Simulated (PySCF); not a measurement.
Compound: C3H2F3S2 (charge -1).
Atom-mapped SMILES: `[F:1][C:2]([F:3])([F:4])[S:5]/[CH:6]=[CH:7]\[S-:8]` (hydrogens: H9 on C6; H10 on C7)

Computed geometry: GFN2-xTB, gas phase.

(1) Give the optimised bond lengths and angles.

## Answers

(1) 
```
  bond  length (pm)   order
 F1–C2        135.6  single
 C2–F3        133.4  single
 C2–F4        134.5  single
 C2–S5        184.2  single
 S5–C6        174.2  single
 C6=C7        136.0  double
 C7–S8        167.1  single
 C6–H9        108.1  single
C7–H10        109.2  single
```

Orders are formal, as drawn. A selection of angles:
```
    angle  degrees
 F1–C2–F3    105.4
 F1–C2–S5    112.3
 F3–C2–F4    106.9
 F3–C2–S5    114.6
 C2–S5–C6    101.5
 S5–C6–C7    123.8
 S5–C6–H9    114.2
 C7–C6–H9    121.7
 C6–C7–S8    129.3
C6–C7–H10    114.8
S8–C7–H10    115.9
```

Torsions: F1–C2–S5–C6 72° (synclinal); C2–S5–C6–C7 99° (anticlinal); S5–C6–C7–S8 -3° (synperiplanar). The mirror-image conformer, all signs reversed, is as good.

C6 (carbon bonded to C, S and H) is planar (angles 123.8°, 121.7° and 114.2°, sum 359.7°, 0.04 Å off the plane of its three neighbours). C7 (alkene CH carbon) is planar (angles 129.3°, 115.9° and 114.8°, sum 360.0°, 0.00 Å off the plane of its three neighbours). The C–S distances run from 1.671 Å (C7–S8, drawn single in one of several resonance forms) to 1.842 Å (C2–S5, drawn single), a spread of 0.171 Å. The 3 C–F bonds span 1.334 Å (C2–F3, drawn single) to 1.356 Å (F1–C2, drawn single), a spread of 0.022 Å.

Point group: C1 (no symmetry element, even within 0.4 Å). No frequency check.
